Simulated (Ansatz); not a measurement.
One change: `F[Si]Cl` becomes `[F][Sn][Cl]`.

Ansatz, PBE0-D4/def2-TZVP geometries, multiplicity 1. 

Elements past krypton have def2 core potentials.

```tsv
property	`F[Si]Cl`
ideal-gas entropy at 298 K and 1 bar (rigid rotor, harmonic PBE0-D4/def2-TZVP) / J/(mol·K)	275
HOMO–LUMO gap (PBE0/def2-TZVPP) / eV	5.46
LUMO energy (B3LYP/def2-TZVPP) / eV	-2.70
HOMO–LUMO gap (PBE/def2-TZVPP) / eV	3.51
HOMO–LUMO gap (ωB97M-V/def2-TZVPP) / eV	9.62
HOMO energy (B3LYP/def2-TZVPP) / eV	-7.79
```

Problem. Give the same properties after the change, and the shifts. (Estimate.)

Solution. The calculation gave: 
```csv
property,`[F][Sn][Cl]`,shift
"ideal-gas entropy at 298 K and 1 bar (rigid rotor, harmonic PBE0-D4/def2-TZVP) / J/(mol·K)",300,25
HOMO–LUMO gap (PBE0/def2-TZVPP) / eV,5.35,-0.11
LUMO energy (B3LYP/def2-TZVPP) / eV,-3.20,-0.50
HOMO–LUMO gap (PBE/def2-TZVPP) / eV,3.54,0.03
HOMO–LUMO gap (ωB97M-V/def2-TZVPP) / eV,9.22,-0.40
HOMO energy (B3LYP/def2-TZVPP) / eV,-8.13,-0.34
```

With PBE0 the HOMO falls by 0.32 eV and the LUMO falls by 0.43 eV, so the gap narrows by about 0.11 eV. PBE moves the HOMO by -0.33 eV and ωB97M-V by -0.30 eV.

B3LYP here is the variant with VWN-RPA as its local correlation; programs differ in this.
